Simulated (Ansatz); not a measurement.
`[SeH][SiH]1BC1` + H₂O → `O[SiH]1BC1` + H₂Se at 298.15 K and 1 bar (formal hydrolysis of the Si–Se bond).

Isolated molecules relaxed with PBE0-D4/def2-TZVP in Ansatz; ΔE leaves out vibrations. CCSD(T)/CBS adds triple-zeta CCSD(T) − MP2 to the extrapolated MP2 energy (def2 sets, frozen cores). This one scheme is used for every species. For Se outer-core shells are correlated without core-valence functions, which leaves a few kJ/mol of doubt a bond. Scalar relativity is left out up to krypton. One conformer a species, not always the lowest.

```tsv
species	CCSD(T)/CBS energy (Eh)	H − E (kJ/mol)	S (J/(mol·K))
`[SeH][SiH]1BC1`	-2755.59871	163.7	336.7
H₂O	-76.37941	66.4	188.7
`O[SiH]1BC1`	-430.08182	176.2	303.9
H₂Se	-2401.89790	45.8	219.1
```

H − E and S are ideal-gas, rigid-rotor, harmonic terms from PBE0-D4/def2-TZVP, for one conformer and one mirror image of each species. 1 Eh = 2625.50 kJ/mol, R = 8.31446 J/(mol·K).

Question: By hand: ΔE, ΔH, ΔS and ΔG.

Answer: ΔE = (-430.08182) + (-2401.89790) − (-2755.59871) − (-76.37941) = -0.00160 Eh = -4.2 kJ/mol. Δ(H − E) = 176.2 + 45.8 − 163.7 − 66.4 = -8.1, so ΔH = -12.3 kJ/mol. ΔS = 303.9 + 219.1 − 336.7 − 188.7 = -2.4 J/(mol·K). ΔG = -12.3 − 298.15 × (-2.4)/1000 = -11.6 kJ/mol.

Question: By hand: the equilibrium constant, and the temperature at which ΔG would vanish if ΔH and ΔS stayed fixed.

Answer: log₁₀ K = −ΔG/(RT ln 10) = 2.0. ΔG = 0 at ΔH/ΔS = 5125 K, far beyond where these terms or the molecules hold.

The number of gas molecules stays the same, so ΔS is small and ΔH decides. A doubt of 5 kJ/mol in ΔE shifts log₁₀ K by 0.9 here. Other conformers and mirror images would add mixing entropy, several J/(mol·K) or more a flexible species. These are equilibria of isolated gas molecules and say nothing of rates. Largest T1 diagnostic: 0.014 (customary marks: 0.02 for closed shells, 0.045 for open ones).
